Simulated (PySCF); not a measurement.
A spin–spin coupling run with PySCF 2.14.0 with density-fitted response routines (density fitting, non-relativistic, gas phase) on `FC(F)(F)C(F)(F)C(F)(F)F`, C₃F₈:

```
{"job": {"kind": "j", "xc": "B3LYP", "basis": "pcJ-1"}, "charge": 0, "multiplicity": 1}
F      1.106509     1.201160    -1.167685
C      1.271354     0.311017    -0.195882
F      1.483484     0.969140     0.937853
F      2.352399    -0.404844    -0.468483
C      0.023899    -0.615554    -0.073730
F      0.243618    -1.517305     0.897870
F     -0.135273    -1.289107    -1.225175
C     -1.288561     0.162427     0.245170
F     -1.559938     1.044087    -0.710205
F     -2.310449    -0.675528     0.338561
F     -1.181617     0.817178     1.395742
```

Hardware: 1 thread of an x86-64 server CPU, shared host. The job also computes field gradients.

(1) How large is the calculation?

(2) How long does it take?

Results:

(1) 90 electrons, 297 basis functions and 1017 auxiliary functions.

(2) 2.8 min of wall time, with 13 SCF cycles. Times on a shared host scatter by some tens of per cent.
